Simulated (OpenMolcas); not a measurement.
Ir4+ among 4 point charges of -2.5 e arranged as a tetrahedron (Td).

| Quantity | Value |
| --- | --- |
| Program | OpenMolcas 26.06 |
| Method | CASSCF |
| Basis | ANO-RCC-VDZP [7s6p4d2f] |
| Scalar Hamiltonian | DKH2, point nucleus |
| Active space | 5 electrons in 5 orbitals (5d) |
| State averaging | 2S+1 = 6 even, 1 root; 2S+1 = 4 even, 24 roots; 2S+1 = 2 even, 75 roots |
| Spin-orbit coupling | RASSI with atomic mean-field integrals over the reference wave functions |

All point charges move together. At R = 2.18 Å |10Dq| is 2925 cm-1, and at R = 2.29 Å it is 2388 cm-1.

A third run gives 3807 cm-1. What distance was it run at?

With a power law R^-n the two known points give n = -ln(2388 / 2925) / ln(2.29 / 2.18) = 4.12. Then R = 2.18 × (2925 / 3807)^(1/4.12) = 2.045 Å. The run was at 2.04 Å, so the estimate is off by +0.005 Å.

Without dynamic correlation the repulsion within the d shell is too large (B by tens of per cent), so at a given field states of lower spin stand too high. Point charges give a weaker field than real ligands, and real ions of this kind are as a rule low spin; the high spin found here belongs to the model. Point charges carry no covalency, so the field is a model and not that of real ligands. No measured value stands beside these numbers.
